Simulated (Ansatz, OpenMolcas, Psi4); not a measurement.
# A ladder of methods for SiSe (SMILES [Si][Se])

SiSe: 2 atoms, total charge 0, spin state singlet. SMILES: `[Si][Se]`. The shape is that of a PBE0-D4/def2-TZVP optimisation.

| atom | x (Å) | y (Å) | z (Å) |
| --- | --- | --- | --- |
| Si | 0.0000 | 0.0000 | 0.0314 |
| Se | 0.0000 | 0.0000 | 2.0931 |

Each level gives the vertical electron affinity (to the doublet anion) (eV). The values are calculated.

The electron affinity is E(neutral) − E(anion): positive where the electron is bound.

| level | kind | program | value (eV) |
| --- | --- | --- | --- |
| HF/aug-cc-pVTZ | Hartree–Fock | Ansatz | 0.29 |
| PBE/aug-cc-pVTZ | GGA | OpenMolcas | 0.60 |
| TPSS/aug-cc-pVTZ | meta-GGA | OpenMolcas | 0.61 |
| PBE0/aug-cc-pVTZ | global hybrid | Ansatz | 0.68 |
| CAM-B3LYP/aug-cc-pVTZ | range-separated hybrid | Ansatz | 0.66 |
| B2PLYP/aug-cc-pVTZ | double hybrid | Ansatz | 0.49 |
| RPA@PBE/aug-cc-pVTZ | RPA | Ansatz | 0.75 |
| CCSD/aug-cc-pVTZ | coupled cluster or CI | Psi4 | 0.51 |
| FCI/STO-3G | exact in the basis | Ansatz | -6.17 |

All-electron rows without a relativistic Hamiltonian named are non-relativistic. The anion's HOMO is positive in PBE/aug-cc-pVTZ, TPSS/aug-cc-pVTZ, PBE0/aug-cc-pVTZ, CAM-B3LYP/aug-cc-pVTZ, B2PLYP/aug-cc-pVTZ: a fault of the level (basis or self-interaction), which says nothing on whether the real anion is bound. The values span -6.17 to 0.75 eV. High-level rows in very small sets aren't better than simpler rows in larger ones. In the correlated wave-function rows the outer d shell of Se is correlated, in sets not made for it.
